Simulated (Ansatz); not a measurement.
Ansatz results at the PBE0-D4/def2-TZVP geometry: HOMO–LUMO gap (ωB97M-V/def2-TZVPP) 11.32 eV; HOMO–LUMO gap (PBE0/def2-TZVPP) 6.97 eV; size of the dipole moment (PBE/def2-TZVPP) 2.59 D.

Each molecule was computed in one conformer, which needn't be the lowest.

Which molecule gave them?
A. `[CH3][Ta](=[NH])([Cl])[Cl]`
B. `[NH]=[Ta]([NH2])([F])[Cl]`
C. `[NH2][Ta](=[O])([OH])[OH]`
D. `[NH]=[Ta]([NH2])([NH2])[Cl]`

B. The others give `[CH3][Ta](=[NH])([Cl])[Cl]`: 10.56, 6.20, 1.31; `[NH]=[Ta]([NH2])([NH2])[Cl]`: 10.98, 6.99, 3.00; `[NH2][Ta](=[O])([OH])[OH]`: 11.35, 7.69, 3.62.
